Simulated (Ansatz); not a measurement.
H$_{5}$NO$_{2}$Si$_{2}$, 10 atoms. Charge 0, multiplicity 1. All runs use 4 threads of an AMD EPYC 9R45 on a shared host. Correlated methods freeze the cores.

Q: How many basis functions does each run have, and how long does it take in Ansatz? RKS ωB97M-V/def2-QZVPP energy; RKS PBE0-D4/def2-TZVP frequencies; RKS BHLYP-D4/def2-TZVPP energy; RKS revPBE-D4/def2-TZVPP energy; RKS PBE0-D4/def2-SVP energy; RHF-CCSD(T)/def2-TZVPP energy; RKS PBE0-D4/def2-TZVPP energy; direct RPA on PBE orbitals/def2-TZVPP energy; RHF-CCSD(T)/def2-SVP energy; RKS PBE0-D4/def2-QZVPP energy; RHF-MP2/def2-QZVPP energy; RKS PBE0-D4/def2-TZVP relaxation (7 steps). (Best estimate.)

A: The calculation gave: Other jobs shared the machine, so times are rough.

```csv
level,job,functions,wall time,peak host memory (GiB)
RKS PBE0-D4/def2-SVP,energy,103,0.6 s,0.48
RKS revPBE-D4/def2-TZVPP,energy,247,0.95 s,0.35
RKS PBE0-D4/def2-TZVPP,energy,247,1.4 s,0.64
RKS BHLYP-D4/def2-TZVPP,energy,247,1.4 s,0.66
RHF-CCSD(T)/def2-SVP,energy,103,2 s,0.48
direct RPA on PBE orbitals/def2-TZVPP,energy,247,2.5 s,0.67
RKS PBE0-D4/def2-QZVPP,energy,461,3.8 s,1.7
RKS ωB97M-V/def2-QZVPP,energy,461,8 s,2.1
RHF-MP2/def2-QZVPP,energy,461,9 s,2.7
RKS PBE0-D4/def2-TZVP,relaxation (7 steps),197,11 s,0.54
RHF-CCSD(T)/def2-TZVPP,energy,247,46 s,5
RKS PBE0-D4/def2-TZVP,frequencies,197,65 s,0.53
```
